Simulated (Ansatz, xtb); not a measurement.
Species: sum formula H₂BO₃ (charge -1, singlet). It need not be the lowest isomer of its formula. Whether it binds its extra electron was not tested at this geometry. SMILES: [O-]B(O)O
Structure (B3LYP-D3(BJ)/def2-TZVP (Ansatz, a program for electronic structure) minimum search):
```xyz
6

O     -1.2609    -0.7831    -0.0568
B     -0.1765    -0.1096    -0.0080
O     -0.1129     1.3532     0.0003
O      1.1614    -0.7020     0.0469
H      0.7446     1.6625     0.3046
H      1.8364    -0.0596    -0.1882
```
Charge -1, spin multiplicity 1.

Harmonic wavenumbers from GFN2-xTB (xtb, at its own minimum), cm⁻¹: 70, 301, 417, 443, 585, 671, 737, 939, 1022, 1623, 3604, 3608.

Task: Give the harmonic wavenumbers at B3LYP-D3(BJ)/def2-TZVP (Ansatz, finite differences of forces, unscaled).

Result: 240, 357, 476, 480, 661, 773, 875, 1071, 1080, 1625, 3798, 3817 cm⁻¹. Zero-point energy 21.8 kcal/mol.

Task: From these and the geometry, give the ideal-gas thermochemistry at 298.15 K and 1 atm (rigid rotor, harmonic oscillator).

Result: Point group C2, rotational symmetry number 2. Rotational constants 10.31, 9.608, 4.987 GHz. S(trans) 38.24, S(rot) 22.61, S(vib) 5.25, S(elec, spin only) 0.00, S 66.1 cal/(mol K). H(298) - H(0) 3.42 kcal/mol; G - E(el) 5.5 kcal/mol.
